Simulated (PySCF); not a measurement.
Computed spin Hamiltonian

C5H10O2S (charge +1 and doublet state).
Z-matrix (Å and degrees, GFN2-xTB geometry), rows numbered from 1:
```
C 
C   1  1.5104
C   2  1.5093  1  111.02
C   3  1.3074  2  122.08  1   127.74
S   4  1.8551  3  119.11  2  -174.37
C   5  1.8203  4  101.32  3  -110.71
O   5  1.4233  4  107.01  3     4.37
O   5  1.4234  4  105.51  3   134.84
H   1  1.0913  2  112.08  3   -66.15
H   1  1.0870  2  111.72  3    56.07
H   1  1.0926  2  108.84  3   177.42
H   2  1.0907  1  111.17  3   124.58
H   2  1.0976  1  110.09  3  -115.55
H   3  1.0816  2  116.25  1   -49.82
H   4  1.0757  3  129.86  2     2.01
H   6  1.0836  5  108.60  4   -59.92
H   6  1.0870  5  105.68  4  -178.63
H   6  1.0834  5  108.26  4    62.79
```

The hyperfine couplings belong to this conformer and change with its torsions.

The species is `CC[CH+][CH]S(C)(=O)=O` [radical] (charge +1).

Computed with UKS B3LYP, pcH-1 on C H O S, non-relativistic, mean-field spin-orbit, GIAO (PySCF). Isolated species at its GFN2-xTB geometry (one conformer only). A GFN2-xTB geometry isn't a minimum of the functional, and hyperfine couplings can be far from their values at a DFT geometry, by a factor of two or more for some ions and for spin on atoms past the first row. No stability test was run, so a lower SCF solution isn't excluded.

```
g1, g2, g3   : 1.99842, 2.00378, 2.01104
g_iso        : 2.00441
Form of g    : rhombic: the two nearest values differ by 42 % of g3 − g1
⟨S²⟩         : 0.7533 (exact 0.7500)
Total energy : -744.75666 Eh
```

Hyperfine couplings atom by atom, in MHz; T1 to T3 are the principal values of the dipolar part:

| atom | isotope | a_iso | of which spin–orbit | T1 | T2 | T3 | Mulliken spin population |
| --- | --- | --- | --- | --- | --- | --- | --- |
| C1 | 13C | 7.3 | 0.0 | -4.1 | -4.1 | 8.2 | 0.03 |
| C2 | 13C | -8.6 | 0.0 | -7.4 | -5.8 | 13.3 | 0.01 |
| C3 | 13C | 4.4 | 0.0 | -21.1 | -17.3 | 38.4 | 0.22 |
| C4 | 13C | 22.3 | -0.1 | -37.5 | -35.2 | 72.7 | 0.43 |
| S5 | 33S | -12.8 | 0.1 | -3.0 | 0.4 | 2.6 | -0.03 |
| C6 | 13C | 7.5 | 0.0 | -4.1 | -3.9 | 8.0 | 0.03 |
| O7 | 17O | -3.7 | -0.4 | -42.6 | 20.5 | 22.1 | 0.13 |
| O8 | 17O | -3.5 | 0.0 | -40.5 | 19.6 | 20.9 | 0.12 |
| H9 | 1H | 25.6 | 0.0 | -3.3 | 1.5 | 1.8 | 0.01 |
| H10 | 1H | 2.7 | 0.0 | -2.6 | -1.9 | 4.5 | 0.00 |
| H11 | 1H | 1.5 | 0.0 | -2.7 | -0.6 | 3.4 | 0.00 |
| H12 | 1H | 10.5 | 0.0 | -3.9 | -1.1 | 5.0 | 0.00 |
| H13 | 1H | 169.9 | 0.0 | -6.3 | -3.9 | 10.1 | 0.06 |
| H14 | 1H | -14.9 | 0.0 | -8.6 | -4.5 | 13.1 | -0.01 |
| H15 | 1H | -14.7 | 0.0 | -16.2 | -5.8 | 22.0 | -0.01 |
| H16 | 1H | 1.8 | 0.0 | -2.9 | -1.5 | 4.4 | 0.00 |
| H17 | 1H | 26.8 | 0.0 | -2.6 | -0.7 | 3.3 | 0.01 |
| H18 | 1H | -2.2 | 0.0 | -3.1 | 0.0 | 3.1 | 0.00 |

Largest spin populations (Mulliken): C4 (+0.43), C3 (+0.22), O7 (+0.13) and O8 (+0.12).

C4, the radical centre as drawn in `CC[CH+][CH]S(C)(=O)=O`, holds a spin population of +0.43 out of 1.

Under fast tumbling the dipolar parts average out, and these isotropic splittings remain: 2 × 1H (H12/H13, I = 1/2, 3 lines) with 3.22 mT, 1 × 1H (H14, I = 1/2, 2 lines) with 0.53 mT, 1 × 1H (H15, I = 1/2, 2 lines) with 0.52 mT, 3 × 1H (H9/H10/H11, I = 1/2, 4 lines) with 0.35 mT and 3 × 1H (H16/H17/H18, I = 1/2, 4 lines) with 0.31 mT.

Means are taken over nuclei equivalent by connectivity, which assumes that they swap fast. The three 1H nuclei of mean +8.8 MHz run from -2.2 to 26.8 MHz in the frozen geometry. The three 1H nuclei of mean +9.9 MHz run from 1.5 to 25.6 MHz in the frozen geometry. The 1H value of +90.2 MHz is a mean of couplings from 10.5 to 169.9 MHz in this one geometry, not an average over conformers.

The 13C coupling of C4 (22.3 MHz) shows only in satellite lines or after enrichment, since that isotope makes up about 1.07 % of natural carbon.

The 33S coupling of S5 (-12.8 MHz) shows only in satellite lines or after enrichment, since that isotope makes up about 0.76 % of natural sulfur.

β density exceeds α density at some nuclei, such as S5 (-0.0375), C2 (-0.0076) and H14 (-0.0033), spin density in bohr⁻³. In a single determinant that takes different orbitals for the two spins, that is spin polarisation.

The run took 2.7 min (grids of density and orbitals included) on one thread of an Arm Neoverse V1 (shared host), and the process peaked at 1.1 GiB of memory.
